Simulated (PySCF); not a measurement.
**Bond curve of CaI⁺**

Set-up: basis Ca def2-SVP, I def2-SVP with ECP28; scalar-relativistic core potentials; PySCF 2.14. Energies in eV from Ca⁺ + I in their ground configurations at the same level. State: ¹Σ⁺ (singlet), closed shell.

All columns are PBE. A positive dipole points towards I; it is taken about the centre of mass and depends on that origin.

| R (Å) | E (eV) | μ (D) | Mulliken charge on Ca (basis-dependent) | HOMO (eV) | LUMO (eV) | Mayer bond order | ⟨S²⟩ |
| --- | --- | --- | --- | --- | --- | --- | --- |
| 2.319 | -2.450 | -11.07 | 1.05 | -11.45 | -7.60 | 1.63 | 0.00 |
| 2.426 | -3.034 | -11.78 | 1.05 | -11.18 | -7.68 | 1.61 | 0.00 |
| 2.534 | -3.351 | -12.48 | 1.05 | -10.92 | -7.76 | 1.59 | 0.00 |
| 2.615 | -3.463 | -13.00 | 1.06 | -10.74 | -7.83 | 1.58 | 0.00 |
| 2.696 | -3.494 | -13.51 | 1.06 | -10.57 | -7.90 | 1.56 | 0.00 |
| 2.777 | -3.464 | -14.01 | 1.06 | -10.41 | -7.97 | 1.55 | 0.00 |
| 2.885 | -3.354 | -14.67 | 1.07 | -10.21 | -8.07 | 1.52 | 0.00 |
| 3.019 | -3.141 | -15.47 | 1.09 | -9.98 | -8.18 | 1.49 | 0.00 |
| 3.181 | -2.825 | -16.38 | 1.10 | -9.74 | -8.32 | 1.45 | 0.00 |
| 3.397 | -2.364 | -17.48 | 1.12 | -9.47 | -8.47 | 1.39 | 0.00 |

A fit through these points gives, at Re = 2.693 Å, μ = -13.49 D and dμ/dR = -6.30 D/Å; the reduced mass is 30.39 u.

Task: How strong is the fundamental in the double-harmonic approximation, I = 42.26·(dμ/dR)²/μred km/mol?

Result: I = 42.26·(-6.30)²/30.39 = 55.2 km/mol at PBE.

Spin–orbit coupling is left out, which matters for elements this heavy, above all for dissociation energies. For an ion De counts to the pair picked by the measured ionisation energies or electron affinities, which need not be the lowest pair at this level.
